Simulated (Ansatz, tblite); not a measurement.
Isomers of Si$_{4}$Ni$_{3}$ (singlet), found by a short tight-binding search and relaxed with r2SCAN-D4/def2-SVP in Ansatz.

The xTB rows come from tblite.

Run but left out: HF/def2-SVP, MP2/def2-SVP, CCSD/def2-SVP, CCSD(T)/def2-SVP (flagged by the program: other amplitudes); HF/def2-TZVP (A: restricted singlet, unstable in another Hartree–Fock run and untested here).

A: The restricted singlet is unstable towards broken spin symmetry in Hartree–Fock (as tested in another run); at PBE-D4/def2-TZVP, r2SCAN-D4/def2-TZVP, PBE0-D4/def2-TZVP, r2SCAN0-D4/def2-TZVP this wasn't settled. B: The restricted singlet is unstable towards broken spin symmetry in Hartree–Fock (as tested in another run); at PBE-D4/def2-TZVP, r2SCAN-D4/def2-TZVP, PBE0-D4/def2-TZVP, r2SCAN0-D4/def2-TZVP this wasn't settled. C: The restricted singlet is unstable towards broken spin symmetry in Hartree–Fock (as tested in another run); at PBE-D4/def2-TZVP, r2SCAN-D4/def2-TZVP, PBE0-D4/def2-TZVP, r2SCAN0-D4/def2-TZVP this wasn't settled.

Other spin states were run for one of them alone.

For C, a triplet lies 0.22 eV below this singlet at PBE0-D4/def2-TZVP. The order below holds within this spin alone and isn't that of the ground states.

A:

```
atom    x (Å)    y (Å)    z (Å)
 Ni1   0.8070   0.6483   0.0634
 Ni2  -1.7060  -1.6793   0.7417
 Ni3  -0.7450   1.9789  -0.9425
 Si4   2.2834  -0.3679   1.3389
 Si5   0.1800  -1.1038   1.4184
 Si6  -1.2347  -0.0752  -0.4895
 Si7   0.4154   0.5990  -2.1305
```

B:

```xyz
7

Ni   -1.373    0.873   -1.460
Ni    0.125    0.846    2.399
Ni    0.482   -2.500    0.061
Si    0.303   -1.018    1.503
Si   -0.013   -0.787   -1.016
Si    0.703    1.377   -1.864
Si   -0.226    1.208    0.377
```

C:

Cartesian coordinates in Å:
```
Ni 0.602 -1.849 0.336
Ni -1.215 0.594 -1.437
Ni 0.017 1.255 1.714
Si -0.958 -0.314 0.550
Si 1.621 0.042 0.764
Si -0.457 -1.423 -1.493
Si 0.390 1.695 -0.434
```

Task: Estimate their order by electronic energy at PBE0-D4/def2-TZVP, counted from the lowest.

Result: C (0.0) < B (67.4) < A (102.3), in kJ/mol.

Task: Do the other levels pick the same lowest one?

Result: All that were run do. Energies above each level's lowest (kJ/mol):

| level | A | B | C |
| --- | --- | --- | --- |
| GFN1-xTB | 36.5 | 23.5 | 0.0 |
| GFN2-xTB | 148.7 | 152.4 | 0.0 |
| PBE-D4/def2-TZVP | 87.2 | 90.7 | 0.0 |
| r2SCAN-D4/def2-TZVP | 82.4 | 88.7 | 0.0 |
| PBE0-D4/def2-TZVP | 102.3 | 67.4 | 0.0 |
| r2SCAN0-D4/def2-TZVP | 100.3 | 65.4 | 0.0 |
Point groups (tolerance 0.1 Å): A not assigned, B Cs, C Cs. Lower isomers may exist.
